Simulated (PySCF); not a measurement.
# Potential energy of KCd⁺ along the bond

Set-up: PySCF, scalar-relativistic core potentials, basis sets K def2-SVP, Cd def2-SVP with ECP28. Energies in eV from K⁺ + Cd in their ground configurations at the same level. State: ¹Σ⁺ (singlet), closed shell.

All columns are PBE0. A positive dipole points towards Cd; it is taken about the centre of mass and depends on that origin.

```json
{"R (Å)": "3.184", "E (eV)": "-0.137", "μ (D)": "-8.76", "Mulliken charge on K (basis-dependent)": "0.86", "HOMO (eV)": "-10.86", "LUMO (eV)": "-5.33", "Mayer bond order": "0.28", "⟨S²⟩": "0.00"}
{"R (Å)": "3.332", "E (eV)": "-0.196", "μ (D)": "-9.27", "Mulliken charge on K (basis-dependent)": "0.84", "HOMO (eV)": "-10.72", "LUMO (eV)": "-5.34", "Mayer bond order": "0.30", "⟨S²⟩": "0.00"}
{"R (Å)": "3.480", "E (eV)": "-0.228", "μ (D)": "-9.80", "Mulliken charge on K (basis-dependent)": "0.84", "HOMO (eV)": "-10.59", "LUMO (eV)": "-5.35", "Mayer bond order": "0.30", "⟨S²⟩": "0.00"}
{"R (Å)": "3.591", "E (eV)": "-0.238", "μ (D)": "-10.23", "Mulliken charge on K (basis-dependent)": "0.85", "HOMO (eV)": "-10.48", "LUMO (eV)": "-5.35", "Mayer bond order": "0.29", "⟨S²⟩": "0.00"}
{"R (Å)": "3.702", "E (eV)": "-0.240", "μ (D)": "-10.66", "Mulliken charge on K (basis-dependent)": "0.86", "HOMO (eV)": "-10.38", "LUMO (eV)": "-5.36", "Mayer bond order": "0.28", "⟨S²⟩": "0.00"}
{"R (Å)": "3.813", "E (eV)": "-0.237", "μ (D)": "-11.11", "Mulliken charge on K (basis-dependent)": "0.87", "HOMO (eV)": "-10.28", "LUMO (eV)": "-5.36", "Mayer bond order": "0.26", "⟨S²⟩": "0.00"}
{"R (Å)": "3.961", "E (eV)": "-0.226", "μ (D)": "-11.72", "Mulliken charge on K (basis-dependent)": "0.88", "HOMO (eV)": "-10.15", "LUMO (eV)": "-5.36", "Mayer bond order": "0.23", "⟨S²⟩": "0.00"}
{"R (Å)": "4.146", "E (eV)": "-0.207", "μ (D)": "-12.50", "Mulliken charge on K (basis-dependent)": "0.90", "HOMO (eV)": "-9.99", "LUMO (eV)": "-5.36", "Mayer bond order": "0.19", "⟨S²⟩": "0.00"}
{"R (Å)": "4.368", "E (eV)": "-0.180", "μ (D)": "-13.46", "Mulliken charge on K (basis-dependent)": "0.92", "HOMO (eV)": "-9.81", "LUMO (eV)": "-5.36", "Mayer bond order": "0.15", "⟨S²⟩": "0.00"}
{"R (Å)": "4.665", "E (eV)": "-0.145", "μ (D)": "-14.75", "Mulliken charge on K (basis-dependent)": "0.95", "HOMO (eV)": "-9.58", "LUMO (eV)": "-5.37", "Mayer bond order": "0.10", "⟨S²⟩": "0.00"}
```

A fit through these points gives, at Re = 3.684 Å, μ = -10.59 D and dμ/dR = -3.97 D/Å; the reduced mass is 29.03 u.

Problem. How strong is the fundamental in the double-harmonic approximation, I = 42.26·(dμ/dR)²/μred km/mol?

Solution. I = 42.26·(-3.97)²/29.03 = 22.9 km/mol at PBE0.

Closed-shell solutions of metal pairs were not tested for spin polarisation, which can lower them a little. The bond is weak. Basis-set superposition, not corrected here, can be much of De in a small basis, most of all at correlated wavefunction levels. For an ion De counts to the pair picked by the measured ionisation energies or electron affinities, which need not be the lowest pair at this level.
